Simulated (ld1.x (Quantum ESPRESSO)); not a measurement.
## Plane-wave convergence, TM semilocal potential for strontium

```json
{
 "Element": "strontium (Sr)",
 "Generator": "ld1.x (Quantum ESPRESSO) 7.5",
 "Type": "norm-conserving Troullier–Martins (semilocal form)",
 "Functional": "PBEsol",
 "Relativity": "scalar-relativistic",
 "Frozen core": "[Kr]",
 "Valence charge": "2",
 "Reference configuration": "4d0 5s1 5p0 (charge +1)",
 "Partial waves": "5s (bound): rc 2.75 bohr; 4d (bound, empty): rc 3.40 bohr; 5p (bound, empty): rc 3.10 bohr",
 "Local potential": "the p channel",
 "Core correction": "none"
}
```

The pseudo-atom Hamiltonian at the reference potential is diagonalised in spherical Bessel functions j_l(qr) that vanish at 20 bohr, with q² up to the cutoff. All-electron valence levels (Ry): 5s -0.6130, 4d -0.4991, 5p -0.3970.

Task: How do the lowest levels (Ry) of each channel move with the cutoff, and are there ghosts?

Result:

```
cutoff (Ry)     s #1     d #1     d #2     p #1     p #2  Σ f·Δε (mRy)
          8  -0.6102  -0.4546  -0.1414  -0.3900  -0.1306           2.9
         10  -0.6116  -0.4805  -0.1464  -0.3944  -0.1329           1.4
         12  -0.6117  -0.4932  -0.1488  -0.3964  -0.1342           1.3
         18  -0.6127  -0.4991  -0.1500  -0.3968  -0.1346           0.4
         21  -0.6128  -0.4991  -0.1500  -0.3968  -0.1346           0.2
         25  -0.6129  -0.4991  -0.1500  -0.3968  -0.1347           0.2
        400  -0.6130  -0.4991  -0.1500  -0.3969  -0.1347           0.0
```

Result: no extra level below or beside the all-electron valence levels (s, d, p tested); the semilocal form is local in each channel, so this says nothing of the separable form that plane-wave codes build from it; 10 mRy is reached at 6 Ry and 1 mRy at 18 Ry.

The cutoffs count occupied waves only; the empty 4d level needs 12 Ry at the loose tolerance. Its largest configuration-test error is +469 meV.
